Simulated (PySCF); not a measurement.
# Spinor energies of Bi (bismuth, neutral)

Start: [Xe] 4f14 5d10 6s1 6p4; 6s1/2 filled at m_j = +1/2; 6p1/2 filled at m_j = +1/2; 6p3/2 filled at m_j = -1/2, +1/2, +3/2. Calculated with PySCF 2.14 in x2c-TZVPall-2c (11s11p9d3f, 110 functions): generalised Hartree-Fock with the X2C-1e Hamiltonian and a Gaussian nucleus; spin-orbit coupling (SO) screened by Boettger's factors. This is a chosen level, not necessarily the ground level.

| spinor shell | electrons | ε, screened SO (eV) | weight of nominal j (screened SO) | rms radius, screened SO (bohr) |
| --- | --- | --- | --- | --- |
| 1s1/2 | 2 | -91011.3 | 1.000 | 0.0178 |
| 2s1/2 | 2 | -16509.1 | 1.000 | 0.0718 |
| 2p1/2 | 2 | -15837.4 | 1.000 | 0.0606 |
| 3s1/2 | 2 | -4059.1 | 1.000 | 0.183 |
| 3p1/2 | 2 | -3756.6 | 1.000 | 0.175 |
| 3p3/2 | 4 | -3229.0 | 1.000 | 0.192 |
| 3d3/2 | 4 | -2738.8 | 1.000 | 0.168 |
| 3d5/2 | 6 | -2627.3 | 1.000 | 0.172 |
| 4s1/2 | 2 | -972.32 | 1.000 | 0.401 |
| 4p1/2 | 2 | -839.72 | 1.000 | 0.404 |
| 4p3/2 | 4 | -707.86 | 1.000 | 0.438 |
| 4d3/2 | 4 | -491.87 | 1.000 | 0.446 |
| 4d5/2 | 6 | -466.58 | 1.000 | 0.457 |
| 4f5/2 | 6 | -183.52 | 1.000 | 0.479 |
| 5s1/2 | 2 | -182.80 | 1.000 | 0.890 |
| 4f7/2 | 8 | -178.08 | 1.000 | 0.481 |
| 5p1/2 | 2 | -134.77 | 1.000 | 0.951 |
| 5p3/2 | 4 | -109.28 | 1.000 | 1.04 |
| 5d3/2 | 4 | -39.094 | 0.992 | 1.29 |
| 5d5/2 | 6 | -35.596 | 0.995 | 1.33 |
| 6s1/2 | 1 | -22.480 | 0.999 | 2.38 |
| 6p3/2 | 3 | -8.297 | 0.576 | 3.16 |
| 6p1/2 | 1 | -10.103 | 0.583 | 2.99 |

Q: Where does 2p3/2 lie, and what is the 2p spin-orbit splitting (screened SO)?

A: At -13513.0 eV, 2324.4 eV above 2p1/2.

```json
{"quantity": "E (hartree)", "screened SO": "-21554.66515"}
{"quantity": "M_J", "screened SO": "5/2"}
{"quantity": "⟨J²⟩", "screened SO": "8.789"}
{"quantity": "⟨L²⟩", "screened SO": "2.453"}
{"quantity": "⟨S²⟩", "screened SO": "3.825"}
```

Each row is a mean over spinors that exchange with the open shell spreads, by up to 4.537 eV (6p3/2).

Rows whose weight is well below 1 are mixtures of j = l ± 1/2: exchange outweighs spin-orbit coupling there, and the label is only the starting occupation.

Breit and QED terms are absent; they matter most for the inner s and p1/2 levels.

Densities and radii are taken from the X2C orbitals without a picture-change correction, which distorts them close to the nucleus.
